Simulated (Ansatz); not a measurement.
`B/N=C\OCC` → `COCBC=N`  (isomerisation)

Computed with Ansatz on PBE0-D4/def2-TZVP structures; ΔE is electronic, products minus reactants. CCSD(T)/CBS is the MP2 limit (def2-TZVPP, def2-QZVPP) plus CCSD(T) − MP2 in def2-TZVPP, frozen cores. DFT in def2-TZVPP. One conformer a species, not always the lowest.

| level | ΔE (eV) |
| --- | --- |
| PBE | 1.71 |
| PBE0 | 1.64 |
| HF/def2-QZVPP | 1.43 |
| MP2/CBS(def2) | 1.57 |

Q: What does CCSD(T)/CBS give? (An estimate is asked.)

A: Ansatz gave: +1.48 eV. The listed levels differ from it by 0.23, 0.16, -0.05, 0.09 eV.

Largest T1 diagnostic among the species: 0.014.

From PBE to PBE0 (25 % exact exchange), in def2-TZVPP and without D4, ΔE moves by −0.07 eV. In def2-TZVPP, CCSD(T) changes the Hartree–Fock value by +0.05 eV (the triples alone add +0.03 eV) and MP2 by +0.15 eV.
